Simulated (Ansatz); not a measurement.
Species: PH$_{4}$ (charge 0, doublet). SMILES: [H][P@TB5]([H])([H])[H]
Structure (B3LYP-D3(BJ)/def2-TZVP (Ansatz, a program for electronic structure) minimum search):
```
P
H 1 1.4076
H 1 1.4076 2 99.86
H 1 1.5230 2 92.92 3 93.47
H 1 1.5230 2 92.92 4 173.06
```
Charge 0, spin multiplicity 2.

Wanted: atomisation energy, in kcal/mol. Terms: open shells spin-unrestricted; valence correlation only; non-relativistic; atomisation electronic, to ground-state atoms; no dispersion term unless named; spin-orbit terms left out. Basis-set limits of correlation are two-point, X^-3; Hartree-Fock from the larger set. Ab initio and DFT rows: single points at B3LYP-D3(BJ) geometries (Ansatz).

```json
[
 {"species": "[H][P@TB5]([H])([H])[H] (PH4)", "coefficient": "-1", "E at HF/STO-3G (Ansatz), Eh": "-339.07139", "E at B3LYP/def2-TZVPD (Ansatz), Eh": "-343.69786"},
 {"species": "H atom", "coefficient": "+4", "E at HF/STO-3G (Ansatz), Eh": "-0.46658", "E at B3LYP/def2-TZVPD (Ansatz), Eh": "-0.50215"},
 {"species": "P atom", "coefficient": "+1", "E at HF/STO-3G (Ansatz), Eh": "-336.86877", "E at B3LYP/def2-TZVPD (Ansatz), Eh": "-341.28079"}
]
```

Coupled cluster (Ansatz) is a level with limits of its own, used here on species with T1 under 0.025 (0.045 for open shells) and stable references: CCSD(T)/CBS(def2-TZVPPD,def2-QZVPPD). Value to compare with, CCSD(T)/CBS(def2-TZVPPD,def2-QZVPPD) (Ansatz): 250.6 kcal/mol. 1 Eh = 627.5095 kcal/mol.

Task: Compute it at each level from the table, and compare with CCSD(T)/CBS(def2-TZVPPD,def2-QZVPPD) (Ansatz).

Result: 
- HF/STO-3G: the sum of coefficient times E is 0.33630 Eh, or 211.03 kcal/mol. Result: 211.0 kcal/mol. Its difference against CCSD(T)/CBS(def2-TZVPPD,def2-QZVPPD) (Ansatz) is -39.6 kcal/mol.
- B3LYP/def2-TZVPD: the sum of coefficient times E is 0.40847 Eh, or 256.32 kcal/mol. Result: 256.3 kcal/mol. Its difference against CCSD(T)/CBS(def2-TZVPPD,def2-QZVPPD) (Ansatz) is 5.7 kcal/mol.
